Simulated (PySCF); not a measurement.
Species: C9H11 (charge +1).
SMILES with atom numbers: `[CH3:1][CH+:2][c:3]1[cH:4][cH:5][cH:6][c:7]([CH3:8])[cH:9]1` (hydrogens: H10, H11, H12 on C1; H13 on C2; H14 on C4; H15 on C5; H16 on C6; H17, H18, H19 on C8; H20 on C9)

The same species was optimised twice, with GFN2-xTB and with PBE0-D3(BJ)/def2-SVP (PySCF), and the same property calculations (PySCF, gas phase) were run on both structures.

| coordinate | GFN2-xTB | PBE0-D3(BJ)/def2-SVP | change |
| --- | --- | --- | --- |
| C1–C2 (Å) | 1.448 | 1.458 | +0.010 |
| C5–C6 (Å) | 1.395 | 1.404 | +0.009 |
| C6–C7 (Å) | 1.404 | 1.412 | +0.008 |
| C7–C8 (Å) | 1.489 | 1.496 | +0.007 |
| C7–C9 (Å) | 1.379 | 1.384 | +0.005 |
| C4–C5 (Å) | 1.372 | 1.377 | +0.005 |
| C3–C9 (Å) | 1.427 | 1.431 | +0.004 |
| C2–C3 (Å) | 1.388 | 1.390 | +0.002 |
| C3–C4 (Å) | 1.426 | 1.429 | +0.003 |
| C5–C6–C7 (°) | 121.8 | 123.1 | +1.3 |
| C6–C7–C9 (°) | 118.0 | 116.9 | -1.1 |
| C4–C3–C9 (°) | 118.3 | 119.4 | +1.1 |
| C6–C7–C8 (°) | 120.0 | 120.7 | +0.7 |
| C2–C3–C4 (°) | 123.2 | 122.5 | -0.7 |
| C3–C4–C5 (°) | 119.9 | 119.2 | -0.7 |
| C4–C5–C6 (°) | 120.4 | 119.8 | -0.6 |
| C8–C7–C9 (°) | 122.0 | 122.4 | +0.4 |
| C1–C2–C3–C4 (°) | 0 | 0 | 0 |

Rotational constants: A = 3516, B = 1093, C = 842.5 MHz (GFN2-xTB) against A = 3471, B = 1086, C = 836.0 MHz (PBE0-D3(BJ)/def2-SVP).

On the GFN2-xTB structure: HOMO (eV) -12.00 [PBE0/pcSseg-1]; LUMO (eV) -8.24 [PBE0/pcSseg-1]; GIAO shielding of C1 (ppm) 155.2 [PBE0/pcSseg-1]; GIAO shielding of C2 (ppm) -46.7 [PBE0/pcSseg-1]; GIAO shielding of C3 (ppm) 42.8 [PBE0/pcSseg-1]; GIAO shielding of C4 (ppm) 39.1 [PBE0/pcSseg-1]; GIAO shielding of C5 (ppm) 46.7 [PBE0/pcSseg-1]; GIAO shielding of C6 (ppm) 14.7 [PBE0/pcSseg-1]; GIAO shielding of C7 (ppm) 32.7 [PBE0/pcSseg-1]; GIAO shielding of C8 (ppm) 163.7 [PBE0/pcSseg-1].

Q: What do these properties become on the PBE0-D3(BJ)/def2-SVP structure?

A: 
| property | level | on GFN2-xTB | on PBE0-D3(BJ)/def2-SVP | change |
| --- | --- | --- | --- | --- |
| HOMO (eV) | PBE0/pcSseg-1 | -12.00 | -12.01 | -0.01 |
| LUMO (eV) | PBE0/pcSseg-1 | -8.24 | -8.21 | +0.03 |
| energy, GFN2-xTB geometry as zero (kcal/mol) | PBE0/pcSseg-1 | 0.0 | -0.3 | -0.3 |
| GIAO shielding of C1 (ppm) | PBE0/pcSseg-1 | 155.2 | 153.4 | -1.8 |
| GIAO shielding of C2 (ppm) | PBE0/pcSseg-1 | -46.7 | -48.4 | -1.7 |
| GIAO shielding of C3 (ppm) | PBE0/pcSseg-1 | 42.8 | 41.7 | -1.1 |
| GIAO shielding of C4 (ppm) | PBE0/pcSseg-1 | 39.1 | 37.7 | -1.4 |
| GIAO shielding of C5 (ppm) | PBE0/pcSseg-1 | 46.7 | 44.7 | -2.0 |
| GIAO shielding of C6 (ppm) | PBE0/pcSseg-1 | 14.7 | 12.1 | -2.6 |
| GIAO shielding of C7 (ppm) | PBE0/pcSseg-1 | 32.7 | 31.3 | -1.4 |
| GIAO shielding of C8 (ppm) | PBE0/pcSseg-1 | 163.7 | 162.0 | -1.7 |

The heavy atoms differ by 0.013 Å rms after alignment. Among bonds between heavy atoms C1–C2 and C5–C6 change most and about equally (+0.009 to +0.010 Å). Changes are differences of the printed values. Neither structure is proved a minimum here. Isolated species at its PBE0-D3(BJ)/def2-SVP geometry (one conformer only).

The values belong to the conformer `[CH3:1][CH+:2][c:3]1[cH:4][cH:5][cH:6][c:7]([CH3:8])[cH:9]1`: C1–C2–C3–C4 0°.
